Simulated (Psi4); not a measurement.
A run for Psi4: SAPT0/jun-cc-pV(D+d)Z on CH7NS (a complex), monomers drawn apart or pushed together.

```
memory 2025 MB

molecule dimer {
0 1
N    -0.17450556    0.03282820    0.74719307
H    -0.14679783    0.95387266    0.32494152
H     0.65866395   -0.46350876    0.45284551
H    -0.97520889   -0.45671542    0.36445364
--
0 1
C     0.63223101   -0.98413718    5.57087660
S    -0.49943042    0.38540058    5.16261346
H     1.63576469   -0.79238569    5.19495415
H     0.67255657   -1.04747719    6.65700972
H     0.26363421   -1.93069263    5.17937917
H    -0.39570188    0.27610211    3.81835749
units angstrom
symmetry c1
no_reorient
no_com
}

set {
  basis jun-cc-pV(D+d)Z
  scf_type df
  freeze_core true
}

energy('sapt0')
```

It printed:

```
[...]
==> Input File <==

--------------------------------------------------------------------------
memory 2025 MB

molecule dimer {
0 1
N    -0.17450556    0.03282820    0.74719307
H    -0.14679783    0.95387266    0.32494152
H     0.65866395   -0.46350876    0.45284551
H    -0.97520889   -0.45671542    0.36445364
--
0 1
C     0.63223101   -0.98413718    5.57087660
S    -0.49943042    0.38540058    5.16261346
H     1.63576469   -0.79238569    5.19495415
H     0.67255657   -1.04747719    6.65700972
H     0.26363421   -1.93069263    5.17937917
H    -0.39570188    0.27610211    3.81835749
units angstrom
symmetry c1
no_reorient
no_com
}

set {
  basis jun-cc-pV(D+d)Z
  scf_type df
  freeze_core true
}

energy('sapt0')
--------------------------------------------------------------------------


   => Loading Basis Set <=

    Name: JUN-CC-PV(D+D)Z
    Role: ORBITAL
    Keyword: BASIS
    atoms 1         entry N          line   222 file jun-cc-pv_dpd_z.gbs
    atoms 2-4, 7-10 entry H          line    60 file jun-cc-pv_dpd_z.gbs
    atoms 5         entry C          line   188 file jun-cc-pv_dpd_z.gbs
    atoms 6         entry S          line   698 file jun-cc-pv_dpd_z.gbs

   => Loading Basis Set <=

    Name: JUN-CC-PV(D+D)Z
    Role: ORBITAL
    Keyword: BASIS
    atoms 1         entry N          line   222 file jun-cc-pv_dpd_z.gbs
    atoms 2-4, 7-10 entry H          line    60 file jun-cc-pv_dpd_z.gbs
    atoms 5         entry C          line   188 file jun-cc-pv_dpd_z.gbs
    atoms 6         entry S          line   698 file jun-cc-pv_dpd_z.gbs


  //>>>>>>>>>>>>>>>>>>>>>>>>>>>>>>>>>>>//
  //              Dimer HF             //
  //<<<<<<<<<<<<<<<<<<<<<<<<<<<<<<<<<<<//

   => Libint2 <=

    Primary   basis highest AM E, G, H:  7, 6, 3
    Auxiliary basis highest AM E, G, H:  7, 7, 4
    Onebody   basis highest AM E, G, H:  -, -, -
    Solid Harmonics ordering:            Gaussian


   => Loading Basis Set <=

    Name: JUN-CC-PV(D+D)Z
    Role: ORBITAL
    Keyword: BASIS
    atoms 1         entry N          line   222 file jun-cc-pv_dpd_z.gbs
    atoms 2-4, 7-10 entry H          line    60 file jun-cc-pv_dpd_z.gbs
    atoms 5         entry C          line   188 file jun-cc-pv_dpd_z.gbs
    atoms 6         entry S          line   698 file jun-cc-pv_dpd_z.gbs


         ---------------------------------------------------------
                                   SCF
               by Justin Turney, Rob Parrish, Andy Simmonett
                          and Daniel G. A. Smith
                              RHF Reference
                        1 Threads,   1931 MiB Core
         ---------------------------------------------------------

  ==> Geometry <==

    Molecular point group: c1
    Full point group: C1

    Geometry (in Angstrom), charge = 0, multiplicity = 1:

       Center              X                  Y                   Z               Mass
    ------------   -----------------  -----------------  -----------------  -----------------
         N           -0.174505560000     0.032828200000     0.747193070000    14.003074004430
         H           -0.146797830000     0.953872660000     0.324941520000     1.007825032230
         H            0.658663950000    -0.463508760000     0.452845510000     1.007825032230
         H           -0.975208890000    -0.456715420000     0.364453640000     1.007825032230
         C            0.632231010000    -0.984137180000     5.570876600000    12.000000000000
         S           -0.499430420000     0.385400580000     5.162613460000    31.972071174400
         H            1.635764690000    -0.792385690000     5.194954150000     1.007825032230
         H            0.672556570000    -1.047477190000     6.657009720000     1.007825032230
         H            0.263634210000    -1.930692630000     5.179379170000     1.007825032230
         H           -0.395701880000     0.276102110000     3.818357490000     1.007825032230

  Running in c1 symmetry.

  Rotational constants: A =      0.41829  B =      0.01248  C =      0.01218 [cm^-1]
  Rotational constants: A =  12540.12472  B =    374.21396  C =    364.99825 [MHz]
  Nuclear repulsion =   97.452252960433668

  Charge       = 0
  Multiplicity = 1
  Electrons    = 36
  Nalpha       = 18
  Nbeta        = 18

  ==> Algorithm <==

  SCF Algorithm Type is DF.
  DIIS enabled.
  MOM disabled.
  Fractional occupation disabled.
  Guess Type is SAD.
  Energy threshold   = 1.00e-08
  Density threshold  = 1.00e-08
  Integral threshold = 1.00e-12

  ==> Primary Basis <==

  Basis Set: JUN-CC-PV(D+D)Z
    Blend: JUN-CC-PV(D+D)Z
    Number of shells: 48
    Number of basis functions: 98
    Number of Cartesian functions: 102
    Spherical Harmonics?: true
    Max angular momentum: 2

   => Loading Basis Set <=

    Name: (JUN-CC-PV(D+D)Z AUX)
    Role: JKFIT
    Keyword: DF_BASIS_SCF
    atoms 1         entry N          line   202 file jun-cc-pvdz-jkfit.gbs
    atoms 2-4, 7-10 entry H          line    70 file jun-cc-pvdz-jkfit.gbs
 
[...]
:  -437.73215305157021

   => Energetics <=

    Nuclear Repulsion Energy =             56.1580946747935243
    One-Electron Energy =                -714.6965878304488342
    Two-Electron Energy =                 220.8063401040850522
    Total Energy =                       -437.7321530515702079

Computation Completed


Properties will be evaluated at   0.000000,   0.000000,   0.000000 [a0]

Properties computed using the SCF density matrix


 Multipole Moments:

 ------------------------------------------------------------------------------------
     Multipole            Electronic (a.u.)      Nuclear  (a.u.)        Total (a.u.)
 ------------------------------------------------------------------------------------

 L = 1.  Multiply by 2.5417464519 to convert [e a0] to [Debye]
 Dipole X            :          4.2475200           -3.8196034            0.4279166
 Dipole Y            :          5.5954304           -6.1092336           -0.5138032
 Dipole Z            :       -258.8605575          258.6596186           -0.2009389
 Magnitude           :                                                    0.6981997

 ------------------------------------------------------------------------------------

  Constructing Basis Sets for SAPT...

   => Loading Basis Set <=

    Name: (JUN-CC-PV(D+D)Z AUX)
    Role: RIFIT
    Keyword: DF_BASIS_SAPT
    atoms 1         entry N          line   144 file jun-cc-pvdz-ri.gbs
    atoms 2-4, 7-10 entry H          line    30 file jun-cc-pvdz-ri.gbs
    atoms 5         entry C          line   100 file jun-cc-pvdz-ri.gbs
    atoms 6         entry S          line   488 file jun-cc-pvdz-ri.gbs

   => Loading Basis Set <=

    Name: (JUN-CC-PV(D+D)Z AUX)
    Role: JKFIT
    Keyword: DF_BASIS_ELST
    atoms 1         entry N          line   202 file jun-cc-pvdz-jkfit.gbs
    atoms 2-4, 7-10 entry H          line    70 file jun-cc-pvdz-jkfit.gbs
    atoms 5         entry C          line   146 file jun-cc-pvdz-jkfit.gbs
    atoms 6         entry S          line   666 file jun-cc-pvdz-jkfit.gbs


  //>>>>>>>>>>>>>>>>>>>>>>>>>>>>>>>>>>>//
  //               SAPT0               //
  //<<<<<<<<<<<<<<<<<<<<<<<<<<<<<<<<<<<//



        SAPT0
    Ed Hohenstein
     6 June 2009

      Orbital Information
  --------------------------
    NSO        =        98
    NMO        =        98
    NRI        =       313
    NRI (Elst) =       440
    NOCC A     =         5
    NOCC B     =        13
    FOCC A     =         1
    FOCC B     =         6
    NVIR A     =        93
    NVIR B     =        85

    Elst10,r            =    -0.002479232669 [Eh]
    Exch10              =     0.000811561129 [Eh]
    Exch10 (S^2)        =     0.000810800570 [Eh]

    Maxiter = 50
    CPHF R converge = 1.000000E-08

    Iter     Energy [mEh]          dE [mEh]         Residual      Time [s]
       1      -0.13054709       0.130547090     1.673600e-03             0
       2      -0.16640417       0.035857078     5.133611e-04             0
       3      -0.16698514       0.000580972     1.738483e-04             0
       4      -0.16619542      -0.000789719     3.840408e-05             0
       5      -0.16619276      -0.000002657     8.025935e-06             0
       6      -0.16622519       0.000032422     1.432216e-06             0
       7      -0.16621924      -0.000005942     2.975606e-07             0
       8      -0.16622000       0.000000754     5.855065e-08             0
       9      -0.16621996      -0.000000042     1.140223e-08             0
      10      -0.16621994      -0.000000011     1.347538e-09             0

    CHF Iterations converged

    Maxiter = 50
    CPHF R converge = 1.000000E-08

    Iter     Energy [mEh]          dE [mEh]         Residual      Time [s]
       1      -0.25551058       0.255510575     3.561645e-03             0
       2      -0.28822979       0.032719216     1.630836e-03             0
       3      -0.31187626       0.023646468     2.218225e-04             0
       4      -0.31069045      -0.001185804     8.063963e-05             0
       5      -0.31034194      -0.000348514     1.894251e-05             0
       6      -0.31042412       0.000082182     6.108575e-06             0
       7      -0.31043749       0.000013369     1.438434e-06             0
       8      -0.31043143      -0.000006063     2.978072e-07             0
       9      -0.31043179       0.000000366     7.205028e-08             0
      10      -0.31043192       0.000000121     1.488698e-08             0
      11      -0.31043189      -0.000000023     2.455158e-09             0

    CHF Iterations converged

    Ind20,r (A<-B)      =    -0.000166219944 [Eh]
    Ind20,r (B<-A)      =    -0.000310431893 [Eh]
    Ind20,r             =    -0.000476651836 [Eh]
    Exch-Ind20,r (A<-B) =     0.000107175248 [Eh]
    Exch-Ind20,r (B<-A) =     0.000020787019 [Eh]
    Exch-Ind20,r        =     0.000127962267 [Eh]
    Disp20              =    -0.000656999700 [Eh]
    Disp20 (SS)         =    -0.000328499850 [Eh]
    Disp20 (OS)         =    -0.000328499850 [Eh]
    Exch-Disp20         =     0.000057273598 [Eh]
    Exch-Disp20 (SS)    =     0.000030685524 [Eh]
    Exch-Disp20 (OS)    =     0.000026588073 [Eh]

    SAPT Results
  --------------------------------------------------------------------------------------------------------
    Electrostatics                 -2.47923267 [mEh]      -1.55574199 [kcal/mol]      -6.50922448 [kJ/mol]
      Elst10,r                     -2.47923267 [mEh]      -1.55574199 [kcal/mol]      -6.50922448 [kJ/mol]

    Exchange                        0.81156113 [mEh]       0.50926230 [kcal/mol]       2.13075345 [kJ/mol]
      Exch10                        0.81156113 [mEh]       0.50926230 [kcal/mol]       2.13075345 [kJ/mol]
      Exch10(S^2)                   0.81080057 [mEh]       0.50878504 [kcal/mol]       2.12875660 [kJ/mol]

    Induction                      -0.46272655 [mEh]      -0.29036530 [kcal/mol]      -1.21488840 [kJ/mol]
      Ind20,r                      -0.47665184 [mEh]      -0.29910354 [kcal/mol]      -1.25144922 [kJ/mol]
      Exch-Ind20,r                  0.12796227 [mEh]       0.08029753 [kcal/mol]       0.33596488 [kJ/mol]
      delta HF,r (2)               -0.11403698 [mEh]      -0.07155929 [kcal/mol]      -0.29940406 [kJ/mol]

    Dispersion                     -0.59972610 [mEh]      -0.37633381 [kcal/mol]      -1.57458066 [kJ/mol]
      Disp20                       -0.65699970 [mEh]      -0.41227354 [kcal/mol]      -1.72495247 [kJ/mol]
      Exch-Disp20                   0.05727360 [mEh]       0.03593973 [kcal/mol]       0.15037181 [kJ/mol]
      Disp20 (SS)                  -0.32849985 [mEh]      -0.20613677 [kcal/mol]      -0.86247624 [kJ/mol]
      Disp20 (OS)                  -0.32849985 [mEh]      -0.20613677 [kcal/mol]      -0.86247624 [kJ/mol]
      Exch-Disp20 (SS)              0.03068552 [mEh]       0.01925546 [kcal/mol]       0.08056483 [kJ/mol]
      Exch-Disp20 (OS)              0.02658807 [mEh]       0.01668427 [kcal/mol]       0.06980698 [kJ/mol]

  Total HF                         -2.13039809 [mEh]      -1.33684499 [kcal/mol]      -5.59335942 [kJ/mol]
  Total SAPT0                      -2.73012419 [mEh]      -1.71317880 [kcal/mol]      -7.16794008 [kJ/mol]

  Special recipe for scaled SAPT0 (see Manual):
    Electrostatics sSAPT0          -2.47923267 [mEh]      -1.55574199 [kcal/mol]      -6.50922448 [kJ/mol]
    Exchange sSAPT0                 0.81156113 [mEh]       0.50926230 [kcal/mol]       2.13075345 [kJ/mol]
    Induction sSAPT0               -0.46236612 [mEh]      -0.29013912 [kcal/mol]      -1.21394207 [kJ/mol]
    Dispersion sSAPT0              -0.59956478 [mEh]      -0.37623258 [kcal/mol]      -1.57415710 [kJ/mol]
  Total sSAPT0                     -2.72960243 [mEh]      -1.71285139 [kcal/mol]      -7.16657020 [kJ/mol]
  --------------------------------------------------------------------------------------------------------



*** Psi4 exiting successfully. Buy a developer a beer!
```

The run finished.

Cost: roughly 8 core-seconds.
